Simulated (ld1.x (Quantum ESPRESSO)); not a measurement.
Ti (Z = 22): variants of one RRKJ potential

Base potential:

- Element: titanium (Ti)
- Generator: ld1.x (Quantum ESPRESSO) 7.5
- Type: norm-conserving RRKJ (Kleinman–Bylander form)
- Functional: BP86
- Relativity: scalar-relativistic
- Frozen core: [Ne]
- Valence charge: 12
- Reference configuration: 3s2 3p6 3d2 4s0 4p0 (charge +2)
- Partial waves: 3p (bound): rc 1.30 bohr; 3d (bound): rc 2.55 bohr; 3s (bound): rc 1.65 bohr
- Local potential: the s channel
- Core correction: a·sin(br)/r model core inside 0.90 bohr

Cutoffs, loose and tight: the cutoffs (Ry, on a coarse ladder) from which the occupation-weighted sum of valence levels, in a spherical-Bessel basis at the reference potential, stays within 10 and 1 mRy of its value at 400 Ry. They do not see the model core or the augmentation charge, which bear on the density cutoff. Test errors are all-electron minus pseudo excitation energies from the reference, over the configurations 3s2 3p6 3d2 4s2 4p0; 3s2 3p6 3d2 4s1 4p0; 3s2 3p6 3d1 4s0 4p0; 3s2 3p6 3d2 4s0 4p1; 3s2 3p6 3d2 4s1.5 4p0; 3s1 3p6 3d2 4s2 4p0; 3s2 3p6 3d2 4s0 4p2. A dash means not determined; rows that change the core or the reference have their own tests.

On the changes marked as counting shells twice: ld1.x takes every shell without a wave as core, so the model core holds the marked electrons as well and exchange and correlation see them twice. This cancels in the reference configuration, but the file is broken for other ones, and its errors say nothing about a proper core correction.

```csv
change,outcome,"cutoff, loose","cutoff, tight",bound ghosts,largest test error (meV)
base,generated,70 Ry,90 Ry,none,+2442
functional PBEsol,generated,70 Ry,90 Ry,none,+2384
wave 3p (bound): rc 1.30 bohr becomes 3p (bound): rc 1.32 bohr,generated,70 Ry,90 Ry,none,+2442
core correction a·sin(br)/r model core inside 0.54 bohr,generated,70 Ry,90 Ry,none,+2441
reference 3s2 3p6 3d2 4s2 4p0 (4s counted twice),"generated, misses its reference levels by 0.69 eV",70 Ry,90 Ry,none,-4553
type TM,generated,50 Ry,80 Ry,none,+2490
wave 3d (bound): rc 2.55 bohr becomes 3d (bound): rc 2.50 bohr,generated,70 Ry,90 Ry,none,+2448
wave 3p (bound): rc 1.30 bohr becomes 3p (bound): rc 1.84 bohr,generated,35 Ry,60 Ry,none,+2430
```

Question: What comes out with this change to the base: all radii but the core radius scaled by about 0.92 (s 1.52, p 1.20, d 2.36 bohr)?

Answer: outcome: failed: compute_chi: n is too large. Cause: near the origin the numerical χ = (ε − T − V_loc)φ did not join its small-r series within 0.05 bohr.

Question: What comes out with this change to the base: wave 3p (bound): rc 1.30 bohr becomes 3p (bound): rc 0.96 bohr?

Answer: outcome: generated; cutoff, loose: 140 Ry; cutoff, tight: 180 Ry; bound ghosts: none; largest test error (meV): +2441.

Question: What comes out with this change to the base: wave 3s (bound): rc 1.65 bohr becomes 3s (bound): rc 2.28 bohr?

Answer: outcome: generated; cutoff, loose: 70 Ry; cutoff, tight: 90 Ry; bound ghosts: none; largest test error (meV): +5243.
